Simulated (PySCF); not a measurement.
SbF4, SMILES [F][Sb+]([F])([F])[F], charge +1. Atoms are numbered in the order given.

```xyz
5

Sb     0.0000     0.0000     0.0000
F      1.0756     1.0756    -1.0756
F     -1.0756     1.0756     1.0756
F     -1.0756    -1.0756    -1.0756
F      1.0756    -1.0756     1.0756
```
Charge +1, spin multiplicity 1.

The structure is a stationary point at r2SCAN-D4/def2-SVP. The multiplicity is an assumed one; other spin states were not compared. The isomer is the one that the SMILES or the coordinates give; other isomers of the formula were not compared. The def2 effective core potentials stand for the cores of Sb; spin–orbit coupling is left out.

Method: PySCF with ωB97X/def2-TZVP.

Atomic charges (e):

| atom | Löwdin | Mulliken |
|---|---|---|
| Sb1 | 1.35 | 1.96 |
| F2 | -0.09 | -0.24 |
| F3 | -0.09 | -0.24 |
| F4 | -0.09 | -0.24 |
| F5 | -0.09 | -0.24 |
